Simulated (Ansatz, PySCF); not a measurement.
Si(H)2(Me)(OAc) (C3H8O2Si), SMILES C[SiH2]OC(C)=O. Atoms are numbered in the order given.

```xyz
14

Si    -1.1815     0.5453     0.6903
C     -2.1804    -0.8935     0.0582
O      0.5010     0.1736     0.7338
C      1.1323    -0.0489    -0.4241
C      2.5942    -0.3237    -0.2432
O      0.5558    -0.0226    -1.4837
H     -1.4721     0.8210     2.1247
H     -1.3791     1.7871    -0.1071
H     -3.2568    -0.6758     0.1431
H     -1.9681    -1.8014     0.6433
H     -1.9386    -1.0854    -0.9967
H      2.7277    -1.1903     0.4206
H      3.0710     0.5355     0.2508
H      3.0641    -0.5117    -1.2146
```

Geometry optimised at PBE0-D3(BJ)/def2-SVP. Other conformers were not sampled.

Two levels are set side by side: PBE-D3(BJ)/def2-SVP (Ansatz, a quantum-chemistry and plane-wave program) and PBE0-D3(BJ)/def2-SVP (Ansatz). Each level has its own optimised geometry; the coordinates shown are those of the second. Frequencies come from the Hessian of PySCF at each geometry. Differences are taken from unrounded values.

| quantity | PBE0-D3(BJ) |
|---|---|
| mean bond length (Å) | 1.323 |
| bond Si1–C2 (Å) | 1.862 |
| bond Si1–O3 (Å) | 1.724 |
| bond O3–C4 (Å) | 1.338 |
| bond C4–C5 (Å) | 1.498 |
| bond C4–O6 (Å) | 1.207 |
| bond Si1–H7 (Å) | 1.489 |
| bond Si1–H8 (Å) | 1.489 |
| bond C2–H9 (Å) | 1.101 |
| bond C2–H10 (Å) | 1.101 |
| bond C2–H11 (Å) | 1.099 |
| bond C5–H12 (Å) | 1.100 |
| bond C5–H13 (Å) | 1.100 |
| bond C5–H14 (Å) | 1.095 |
| highest harmonic wavenumber (cm⁻¹) | 3218 |
| mean harmonic wavenumber (cm⁻¹) | 1297 |
| zero-point energy (kcal/mol) | 66.76 |

What does PBE-D3(BJ) give, and how far is it from PBE0-D3(BJ)? (An estimate is asked for; the answer gives what the named calculation found.)


| quantity | PBE-D3(BJ) | PBE-D3(BJ) minus PBE0-D3(BJ) |
|---|---|---|
| mean bond length (Å) | 1.334 | 0.011 |
| bond Si1–C2 (Å) | 1.874 | 0.012 |
| bond Si1–O3 (Å) | 1.744 | 0.020 |
| bond O3–C4 (Å) | 1.355 | 0.017 |
| bond C4–C5 (Å) | 1.509 | 0.010 |
| bond C4–O6 (Å) | 1.221 | 0.014 |
| bond Si1–H7 (Å) | 1.500 | 0.011 |
| bond Si1–H8 (Å) | 1.500 | 0.011 |
| bond C2–H9 (Å) | 1.110 | 0.008 |
| bond C2–H10 (Å) | 1.109 | 0.008 |
| bond C2–H11 (Å) | 1.107 | 0.008 |
| bond C5–H12 (Å) | 1.108 | 0.008 |
| bond C5–H13 (Å) | 1.108 | 0.008 |
| bond C5–H14 (Å) | 1.103 | 0.008 |
| highest harmonic wavenumber (cm⁻¹) | 3127 | -91 |
| mean harmonic wavenumber (cm⁻¹) | 1253 | -44 |
| zero-point energy (kcal/mol) | 64.48 | -2.27 |

Exact exchange shortens and stiffens bonds; PBE has none. Differences between two approximate levels are no errors against the true value.
